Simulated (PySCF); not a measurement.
Where the electron goes

Compound: C7H8N2.
Z-matrix (Å and degrees, GFN2-xTB geometry), rows numbered from 1:
```
N 
C   1  1.2596
C   2  1.4665  1  129.55
C   3  1.3953  2  121.92  1     0.07
C   4  1.3820  3  119.93  2   179.45
C   5  1.3813  4  120.64  3    -0.05
C   6  1.3972  5  120.42  4     0.24
N   7  1.3775  6  120.57  5   176.41
C   3  1.3913  2  118.84  1   179.57
H   1  1.0198  2  114.86  3     0.15
H   2  1.0884  1  115.45  3   179.83
H   4  1.0802  3  120.35  2    -0.40
H   5  1.0802  4  119.84  3  -179.75
H   6  1.0806  5  120.27  4  -179.69
H   8  1.0065  7  116.81  6   162.58
H   8  1.0066  7  116.73  6    20.87
H   9  1.0816  3  119.58  2     0.57
```

Level of theory: PySCF, TDDFT PBE0/def2-SVPD, vertical, gas phase, core orbitals frozen in the response.

Frontier orbitals with the atoms that hold most of them (Löwdin shares over 4%, at most four atoms; ? is withheld):

| orbital | ε (eV) | atoms |
| --- | --- | --- |
| HOMO-3 | -8.93 | N8 18%, C5 18%, N1 15%, C4 14% |
| HOMO-2 | -7.42 | N1 61%, C2 15%, H10 8%, C3 7% |
| HOMO-1 | -7.37 | ? |
| HOMO | -6.26 | N8 26%, C4 18%, C7 13%, C6 12% |
| LUMO | -1.34 | ? |
| LUMO+1 | -0.18 | C5 22%, C4 16%, C7 14%, C9 14% |
| LUMO+2 | 0.59 | H16 18%, H15 16%, N8 16%, C7 8% |

Which atoms hold the HOMO-1, and with what shares?

C9 (bonded to 2 C and H) 21%; C3 (bonded to 3 C) 17%; C6 (bonded to 2 C and H) 14%; C5 (bonded to 2 C and H) 14%.

Give the leading atoms of the LUMO.

N1 (bonded to C and H) 20%; C2 (bonded to C, N and H) 17%; C3 (bonded to 3 C) 13%; C6 (bonded to 2 C and H) 12%. By element: carbon 42% or more, nitrogen 20% or more.

How does S1 compare with the orbital gap of 4.92 eV?

S1 is at 4.11 eV (f = 0.046), 0.80 eV below the gap, made of HOMO→LUMO (93%). 

One configuration dominates each of S1, S2 and S6. Which, and how do the shares of the two leading atoms of either orbital change from the occupied to the empty one?

- S1 (4.11 eV, f 0.046), HOMO→LUMO (93%): N8 26% → at most 13%, C4 18% → at most 13%, N1 at most 12% → 20%, C2 at most 12% → 17%
- S2 (4.45 eV, f 0.0021), HOMO-2→LUMO (96%): N1 61% → 20%, C2 15% → 17%
- S6 (6.22 eV, f 0.0003), HOMO-2→LUMO+1 (97%): N1 61% → at most 14%, C2 15% → at most 14%, C5 at most 7% → 22%, C4 at most 7% → 16%

Löwdin shares depend on the basis, the more so with diffuse functions.

One conformer stands for the species.
